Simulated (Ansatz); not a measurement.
Si(tBu)2Me2 (C₁₀H₂₄Si). The state is a singlet with charge 0. Geometry PBE-D4/def2-SVP.

```xyz
35

Si    0.422   -0.375    0.394
C     0.564    1.562    0.271
C     0.513    2.044   -1.191
C     1.923    1.970    0.877
C    -0.557    2.246    1.078
H     0.698    3.141   -1.243
H     1.283    1.553   -1.822
H    -0.475    1.860   -1.659
H     2.778    1.574    0.293
H     2.040    1.621    1.925
H     2.018    3.079    0.891
H    -0.529    1.963    2.150
H    -1.567    2.001    0.693
H    -0.445    3.353    1.029
C    -0.993   -1.181   -0.672
C    -0.605   -1.213   -2.163
C    -2.328   -0.435   -0.503
C    -1.175   -2.634   -0.182
H    -1.405   -1.709   -2.758
H    -0.463   -0.199   -2.586
H     0.331   -1.782   -2.336
H    -2.289    0.593   -0.919
H    -2.635   -0.357    0.561
H    -3.143   -0.972   -1.040
H    -1.532   -2.681    0.867
H    -0.235   -3.222   -0.245
H    -1.929   -3.158   -0.811
C     0.138   -0.823    2.219
H     0.298   -1.907    2.391
H    -0.891   -0.578    2.554
H     0.844   -0.276    2.877
C     2.073   -1.141   -0.152
H     2.877   -0.913    0.578
H     2.401   -0.764   -1.142
H     1.994   -2.245   -0.223
```

B3LYP takes the VWN-RPA correlation.

Q: Estimate the orbital energies around the gap (eV) in Ansatz with PBE-D4/def2-TZVP, revPBE-D4/def2-TZVP, BLYP-D4/def2-TZVP, B3LYP-D4/6-31G, PBE0-D4/def2-TZVP.

A: 
```csv
orbital,PBE-D4/def2-TZVP,revPBE-D4/def2-TZVP,BLYP-D4/def2-TZVP,B3LYP-D4/6-31G,PBE0-D4/def2-TZVP
HOMO−9,-8.92,-8.88,-8.83,-10.03,-10.39
HOMO−8,-8.60,-8.57,-8.54,-9.72,-10.07
HOMO−7,-8.57,-8.54,-8.52,-9.70,-10.05
HOMO−6,-8.01,-7.96,-7.92,-8.99,-9.39
HOMO−5,-7.96,-7.91,-7.88,-8.97,-9.34
HOMO−4,-7.76,-7.71,-7.67,-8.72,-9.12
HOMO−3,-7.64,-7.60,-7.56,-8.61,-8.99
HOMO−2,-7.02,-6.97,-6.91,-7.91,-8.31
HOMO−1,-6.39,-6.33,-6.29,-7.22,-7.60
HOMO,-5.97,-5.92,-5.89,-6.77,-7.14
LUMO,-0.08,0.07,-0.04,1.54,0.71
LUMO+1,0.72,0.85,0.78,2.42,1.56
LUMO+2,0.84,0.96,0.85,2.52,1.64
LUMO+3,0.88,1.01,0.93,2.89,1.72
LUMO+4,1.27,1.37,1.30,3.16,2.11
LUMO+5,1.33,1.43,1.40,3.18,2.22
```
